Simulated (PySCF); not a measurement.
**Stationary points of HTiO**

All numbers come from PBE0 in PySCF with Ti def2-TZVP, O def2-TZVP, H def2-TZVP; no relativity; density-fitted integrals.

Relaxations began from a few typed shapes; open shells are unrestricted. The search is not exhaustive: other isomers or separated fragments can lie lower, and high-lying points may rest on an excited occupation.

(1) Order these stationary points by electronic energy, lowest first, in kJ/mol from the lowest minimum.
A. doublet Cs: Ti–H 1.793 Å, Ti–O 1.607 Å; H–Ti–O 119.3°
B. doublet C∞v: Ti–H 1.928 Å, Ti–O 1.617 Å; H–Ti–O 180.0°

(2) Which of them are minima?

Answers

(1) A (0.0), B (35.0).

(2) By energy in kJ/mol, 0.0: minimum; 35.0: saddle point, 2 imaginary modes.

For the lowest minimum: other spin states or occupations of the open shell can lie lower.
